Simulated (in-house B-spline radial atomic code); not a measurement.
Configurations of Dy VIII (Dy7+), with energies counted from [Kr] 4d10 4f9 5s2 5p2. Method: Dirac-Hartree-Fock, average of configuration, Fermi nucleus of rms radius 5.2218 fm. Calculated with a B-spline radial code for spherical atoms. Energies include first-order Breit, QED and recoil terms.

Occupations are held fixed; configurations that lie above the ionisation limit could autoionise.

```
            configuration  E - E(ref) (eV)  highest orbital  its <r> (bohr)
   [Kr] 4d10 4f10 5s2 5p1           16.205            4f7/2          0.7647
[Kr] 4d10 4f9 5s2 5p1 6d1           73.576            6d5/2           3.226
[Kr] 4d10 4f8 5s2 5p2 7d1           79.447            7d5/2           5.035
[Kr] 4d10 4f8 5s2 5p2 7g1            92.05            7g7/2           7.742
[Kr] 4d10 4f8 5s2 5p2 9d1            93.99            9d5/2           9.823
[Kr] 4d10 4f9 5s2 5p1 9s1           100.06            9s1/2           8.158
 [Kr] 4d9 4f9 5s2 5p2 8g1           258.43            8g7/2           10.51
 [Kr] 4d9 4f9 5s2 5p2 9g1           261.34            9g7/2           13.67
```

(1) Order these further configurations by energy, lowest first.
A. [Kr] 4d10 4f8 5s2 5p2 5g1
B. [Kr] 4d10 4f9 5s2 5p1 9d1
C. [Kr] 4d10 4f9 5s2 5p1 7s1
D. [Kr] 4d10 4f8 5s2 5p3
E. [Kr] 4d10 4f8 5s2 5p2 8g1

(2) How far above the reference does [Kr] 4d10 4f8 5s2 5p2 6d1 lie?

(3) How far above the reference does [Kr] 4d10 4f8 5s2 5p2 5d1 lie?

(4) How far above the reference does [Kr] 4d10 4f8 5s2 5p2 6s1 lie?

(5) Is the reference the lowest configuration at this level of theory?

Answers

(1) D (-12.494 eV), A (74.854 eV), C (78.374 eV), E (96.289 eV), B (104.12 eV).

(2) 63.049 eV; its least bound orbital is 6d5/2 with <r> = 3.196 bohr.

(3) 25.366 eV; its least bound orbital is 5d5/2 with <r> = 1.669 bohr.

(4) 39.786 eV; its least bound orbital is 6s1/2 with <r> = 2.389 bohr.

(5) No: [Kr] 4d10 4f8 5s2 5p3 lies 12.49 eV lower. Averages of configurations without correlation can order differently from the measured ground levels.
